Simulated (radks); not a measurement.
Values are calculated unless marked as measured or tabulated.
All-electron atom: Mo11+ in [Ar] 3d10 4s2 5p1 (not the ground configuration). Code: a radial shooting solver on a logarithmic mesh with Libxc functionals. Model: scalar-relativistic Kohn-Sham, PBE, spin-polarised, spherical densities, point nucleus; open shells are filled with parallel spins first (spin-orbit coupling, left out, can overturn this in heavy ions).

X-ray form factor f0, the Fourier transform of the density (f0(0) = 31):

sin(theta)/lambda (1/angstrom)  f0 (electrons)
0.05                                    30.816
0.1                                     30.295
0.15                                    29.518
0.2                                     28.581
0.25                                    27.566
0.3                                     26.523
0.4                                     24.406
0.5                                     22.238
0.6                                     20.058
0.8                                     16.041
1                                       12.785
1.25                                     9.775
1.5                                      7.796
2                                        5.816
